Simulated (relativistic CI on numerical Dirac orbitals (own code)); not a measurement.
# d1 to d9 in one tetrahedral field

Computed with a parametric ligand-field model without spin-orbit coupling, by exact diagonalisation: B = 680, C = 3090, 10Dq = -6700 cm⁻¹ (Td; |10Dq|/B = 9.9) for every shell. Energies in cm⁻¹; the field energy is (0.6 n_e − 0.4 n_t2) × 10Dq of the ground term; g labels are left out.

| Shell | Ground term | Electrons in e | Field energy | First spin-allowed bands | Lowest term of other spin |
| --- | --- | --- | --- | --- | --- |
| d1 | 2E | 1.000 | -4020 | 2T2 6700 |  |
| d2 | 3A2 | 2.000 | -8040 | 3T2 6700, 3T1 11060 | 1E 11236 |
| d3 | 4T1 | 1.922 | -4836 | 4T2 5848, 4A2 12548 | 2E 7592 |
| d4 | 5T2 | 2.000 | -2680 | 5E 6700 | 3T1 10331 |
| d5 | ? | ? | ? | ? | ? |
| d6 | 5E | 3.000 | -4020 | 5T2 6700 | 3T1 10824 |
| d7 | 4A2 | 4.000 | -8040 | 4T2 6700, 4T1 11060 | 2E 13816 |
| d8 | 3T1 | 3.922 | -4836 | 3T2 5848, 3A2 12548 | 1T2 10636 |
| d9 | 2T2 | 4.000 | -2680 | 2E 6700 |  |

Q: Fill in the row of d5.

A: Ground term: 6A1; Electrons in e: 2.000; Field energy: 0; First spin-allowed bands: none; Lowest term of other spin: 4T1 17661. Every shell keeps the spin of the free ion. Tetrahedral fields of 3d complexes are almost always too weak to pair spins. High-spin d^(n+5) repeats the spin-allowed bands of d^n, since the half-filled shell is spherical.
